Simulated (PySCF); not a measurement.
C$_{6}$H$_{13}$Te (SMILES C[C](C)[Te]C(C)C), doublet, at a GFN2-xTB geometry (all electrons, no relativity); PySCF with PBE/STO-3G.

Here is a job for PySCF.
```python
from pyscf import gto, scf, dft

mol = gto.M(
    atom='''
C     1.90442455    1.69509905   -0.32104343
C     1.53972114    0.28294296   -0.63548095
C     2.64828864   -0.56475932   -1.16437477
Te   -0.00658887   -0.68511356    0.39846935
C    -1.47347174    0.93793246    0.15620494
C    -1.68002954    1.24172412   -1.31324516
C    -2.76631436    0.52613345    0.83167713
H     2.32452376    2.17735098   -1.20592601
H     1.04520508    2.27358478    0.00899898
H     2.66913204    1.74483278    0.46238264
H     2.29899169   -1.56540022   -1.40960968
H     3.46966135   -0.65736235   -0.44571269
H     3.06570104   -0.10953423   -2.06471053
H    -1.07078119    1.81657279    0.66124310
H    -0.73572648    1.48936191   -1.79340929
H    -2.11062245    0.38190962   -1.82307773
H    -2.36006458    2.08578787   -1.43282839
H    -3.50441316    1.32405857    0.75012782
H    -3.17796298   -0.36544627    0.36214872
H    -2.60673523    0.31575237    1.88754025
''',
    basis='sto-3g',
    spin=1,
    verbose=4,
)

mf = dft.UKS(mol)
mf.xc = 'pbe'
mf.kernel()
mf.analyze()
```

Output, abridged:

```
PySCF version 2.14.0

[INPUT] verbose = 4
[INPUT] num. atoms = 20
[INPUT] num. electrons = 101
[INPUT] charge = 0
[INPUT] spin (= nelec alpha-beta = 2S) = 1
[INPUT] symmetry False subgroup None
[INPUT] Mole.unit = angstrom
[INPUT] Symbol           X                Y                Z      unit          X                Y                Z       unit  Magmom
[...]
nuclear repulsion = 690.834540264086
number of shells = 42
number of NR pGTOs = 210
number of NR cGTOs = 70
basis = sto-3g
ecp = {}

******** <class 'pyscf.dft.uks.UKS'> ********
method = UKS
initial guess = minao
damping factor = 0
level_shift factor = 0
DIIS = <class 'pyscf.scf.diis.CDIIS'>
diis_start_cycle = 1
diis_space = 8
diis_damp = 0
SCF conv_tol = 1e-09
SCF conv_tol_grad = None
SCF max_cycles = 50
direct_scf = True
direct_scf_tol = 1e-13
number electrons alpha = 51  beta = 50
XC library pyscf.dft.libxc version 7.1.2
    S. Lehtola, C. Steigemann, M. J. T. Oliveira, and M. A. L. Marques,  SoftwareX 7, 1–5 (2018)
XC functionals = pbe
    J. P. Perdew, K. Burke, and M. Ernzerhof,  Phys. Rev. Lett. 77, 3865 (1996)
    J. P. Perdew, K. Burke, and M. Ernzerhof,  Phys. Rev. Lett. 78, 1396 (1997)
    J. P. Perdew, K. Burke, and M. Ernzerhof,  Phys. Rev. Lett. 77, 3865 (1996)
    J. P. Perdew, K. Burke, and M. Ernzerhof,  Phys. Rev. Lett. 78, 1396 (1997)
radial grids:
    Treutler-Ahlrichs [JCP 102, 346 (1995); DOI:10.1063/1.469408] (M4) radial grids

becke partition: Becke, JCP 88, 2547 (1988); DOI:10.1063/1.454033
pruning grids: <function nwchem_prune>
grids dens level: 3
symmetrized grids: False
atomic radii adjust function: <function treutler_atomic_radii_adjust>
small_rho_cutoff = 0
Set gradient conv threshold to 3.16228e-05
tot grids = 234176
init E= -6762.51135062925

cycle= 1 E= -6781.70362868829  delta_E= -19.2  |g|= 0.361  |ddm|= 3.87
cycle= 2 E= -6781.59725495693  delta_E= 0.106  |g|= 0.481  |ddm|= 2.13
cycle= 3 E= -6781.81991185019  delta_E= -0.223  |g|= 0.27  |ddm|= 1.54
cycle= 4 E= -6781.87579662041  delta_E= -0.0559  |g|= 0.0438  |ddm|= 0.535
cycle= 5 E= -6781.87617832294  delta_E= -0.000382  |g|= 0.0388  |ddm|= 0.122
cycle= 6 E= -6781.8772664269  delta_E= -0.00109  |g|= 0.00414  |ddm|= 0.0744
cycle= 7 E= -6781.8772831322  delta_E= -1.67e-05  |g|= 0.00188  |ddm|= 0.0129
cycle= 8 E= -6781.87728586836  delta_E= -2.74e-06  |g|= 0.000421  |ddm|= 0.00389
cycle= 9 E= -6781.8772860177  delta_E= -1.49e-07  |g|= 8e-05  |ddm|= 0.000889
[...]
converged SCF energy = -6781.87728602447  <S^2> = 0.75382852  2S+1 = 2.0038249
Total Energy =                       -6781.877286024466230
[...]
spin_pop of  13 H 1s       -0.00086
spin_pop of  14 H 1s        0.00019
spin_pop of  15 H 1s        0.00009
spin_pop of  16 H 1s        0.00139
spin_pop of  17 H 1s        0.00024
spin_pop of  18 H 1s        0.00009
spin_pop of  19 H 1s        0.00018
 ** Mulliken Spin Density (per atom)  **
spin density of  0 C =     -0.03339
spin density of  1 C =      0.85032
spin density of  2 C =     -0.04008
spin density of  3 Te =      0.07248
spin density of  4 C =      0.02255
spin density of  5 C =      0.00300
spin density of  6 C =     -0.00100
spin density of  7 H =      0.01461
spin density of  8 H =      0.00401
spin density of  9 H =      0.04207
spin density of  10 H =      0.00393
spin density of  11 H =      0.03986
spin density of  12 H =      0.02032
spin density of  13 H =     -0.00086
spin density of  14 H =      0.00019
spin density of  15 H =      0.00009
spin density of  16 H =      0.00139
spin density of  17 H =      0.00024
spin density of  18 H =      0.00009
spin density of  19 H =      0.00018
 ** Mulliken pop alpha/beta on meta-lowdin orthogonal AOs **
 ** Mulliken pop       alpha | beta **
In total            51.00000 | 50.00000
 ** Mulliken atomic charges   ( Nelec_alpha | Nelec_beta ) **
charge of  0C =     -0.16034  (     3.06348      3.09686 )
charge of  1C =     -0.10184  (     3.47608      2.62576 )
charge of  2C =     -0.15949  (     3.05971      3.09979 )
charge of  3Te =      0.12506  (    25.97371     25.90123 )
charge of  4C =     -0.08333  (     3.05294      3.03039 )
charge of  5C =     -0.15503  (     3.07901      3.07601 )
charge of  6C =     -0.15326  (     3.07613      3.07713 )
charge of  7H =      0.05473  (     0.47994      0.46533 )
charge of  8H =      0.05055  (     0.47673      0.47272 )
charge of  9H =      0.05412  (     0.49398      0.45191 )
charge of  10H =      0.05463  (     0.47465      0.47072 )
charge of  11H =      0.05238  (     0.49374      0.45388 )
charge of  12H =      0.05426  (     0.48303      0.46271 )
charge of  13H =      0.04878  (     0.47518      0.47604 )
charge of  14H =      0.05440  (     0.47290      0.47270 )
charge of  15H =      0.05423  (     0.47293      0.47284 )
charge of  16H =      0.05102  (     0.47519      0.47380 )
charge of  17H =      0.05180  (     0.47422      0.47398 )
charge of  18H =      0.05350  (     0.47330      0.47321 )
charge of  19H =      0.05386  (     0.47316      0.47298 )
Dipole moment(X, Y, Z, Debye): -0.13185,  1.40868, -0.31361
```
